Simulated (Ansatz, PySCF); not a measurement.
Molecule: CH2NO, net charge 0, doublet state. It need not be the lowest isomer of its formula. 
Structure (B3LYP-D3(BJ)/def2-TZVP (Ansatz, a quantum-chemistry and plane-wave program) minimum search):
SMILES: C([NH])=O
```xyz
5

N     -1.0751     0.2382     0.4330
C      0.2324     0.2799    -0.0236
O      0.9015    -0.6695    -0.3339
H     -1.7188     0.6912    -0.2242
H      0.6374     1.3183     0.0057
```
Charge 0, spin multiplicity 2.

Dipole moments at this geometry, in debye (magnitudes).

| level | program | dipole (D) |
|---|---|---|
| BLYP/def2-TZVPD | Ansatz | 3.01 |
| TPSS/def2-TZVPD | PySCF | 3.04 |
| M06-L/def2-TZVPD | PySCF | 2.98 |
| B97M-V/def2-TZVPD | Ansatz | 3.06 |
| PBE0/def2-TZVPD | Ansatz | 3.18 |
| r2SCAN0/def2-TZVPD | Ansatz | 3.25 |
| HSE06/def2-TZVPD | Ansatz | 3.17 |
| wB97M-V/def2-TZVPD | Ansatz | 3.20 |
| CCSD(T)/aug-cc-pVDZ | Ansatz | 3.09 |
